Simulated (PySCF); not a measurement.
**Optical rotation: `CC#C[Si@H]1P[Si@@H](F)P1`, C3H7FP2Si2**

Geometry:
```
atom   x (Å)   y (Å)   z (Å)
  C1   3.681   0.781   0.244
  C2   2.368   0.229   0.016
  C3   1.274  -0.240  -0.182
 Si4  -0.418  -0.900  -0.460
  P5  -1.598  -0.951   1.500
 Si6  -2.996   0.400   0.354
  F7  -3.136   1.808   1.125
  P8  -1.723   0.673  -1.489
  H9   3.903   0.782   1.311
 H10   3.721   1.805  -0.127
 H11   4.430   0.184  -0.275
 H12  -0.401  -2.190  -1.164
 H13  -2.294  -2.113   1.207
 H14  -4.373  -0.035   0.178
 H15  -2.441  -0.226  -2.260
```

Method: PySCF 2.14.0, TDDFT PBE0/def2-SVPD circular dichroism and optical rotation, one conformer, gas phase. Geometry: GFN2-xTB.

Task: Give the optical rotatory dispersion at 633, 589.3, 546, 436, 405, 365, 355 nm.

Result: [α] in deg dm⁻¹ (g/mL)⁻¹:
```csv
λ (nm),origin-invariant length gauge,modified velocity gauge,length gauge (centre of mass),isotropic polarisability (au)
633,+6.0,+6.4,+5.9,147.3
589.3,+7.2,+7.7,+7.1,148.3
546,+8.8,+9.4,+8.6,149.4
436,+16.7,+18.1,+16.5,154.4
405,+21.1,+22.9,+20.7,156.7
365,+29.5,+32.4,+29.1,160.9
355,+32.2,+35.6,+31.8,162.3
```

Task: And for the mirror image at 589.3 nm?

Result: -7.2 deg dm⁻¹ (g/mL)⁻¹ (origin-invariant length gauge): the same size and the opposite sign.

Task: What is the molar rotation [Φ] = [α]·M/100 of the geometry above at 589.3 nm?

Result: With M = 180.21 g/mol, +13.0 deg cm² dmol⁻¹ (origin-invariant length gauge).

The first excitation lies at 4.50 eV (276 nm) with R = -0.3 × 10⁻⁴⁰ esu² cm² (velocity form).
